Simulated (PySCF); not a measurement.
BH5N, SMILES B[NH3+], charge +1. The structure is a stationary point at ωB97X-D3(BJ)/def2-TZVP. The isomer is the one that the SMILES or the coordinates give; other isomers of the formula were not compared.

TDDFT-PBE0/def2-TZVPD run with PySCF puts the lowest singlet excitations at 6.17, 8.10, 9.35, 11.06, 11.19, 11.34 eV.

Problem. What are the lowest excitation roots from ADC(2)/aug-cc-pVDZ (PySCF 2.14.0)? (An estimate is asked for; the answer gives what the named calculation found.)

Solution. 6.61, 8.67, 10.53, 12.01, 12.50, 12.58 eV. S1 differs by 0.44 eV (second minus first; roots are paired by order, and the bases may differ).
